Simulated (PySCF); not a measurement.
These are TPSSh-D3(BJ)/def2-TZVP // BP86-D3(BJ)/def2-SVP (PySCF) values and carry that method's errors. Gas-phase values, no solvent. One relaxed conformer stands for a flexible species; it need not be the lowest. 

Reference species: [Ti(NH2)4] (neutral, multiplicity 1).

- charge on the central atom (meta-Löwdin) = 1.22 e
- HOMO = -6.01 eV
- mean distance from the central atom to its bonded neighbours = 1.899 Å

Changed species: [Ti(NH2)(H)3] (3 of 4 NH2 replaced by H; the reference has 0 of 4 NH2 replaced by H).

Question: What does the change do to the charge on the central atom (meta-Löwdin), HOMO and mean distance from the central atom to its bonded neighbours?

Answer: the charge on the central atom (meta-Löwdin) falls by 0.18 e, to 1.04 e; the HOMO drops by 1.55 eV, to -7.56 eV; the mean distance from the central atom to its bonded neighbours falls by 0.150 Å, to 1.749 Å.
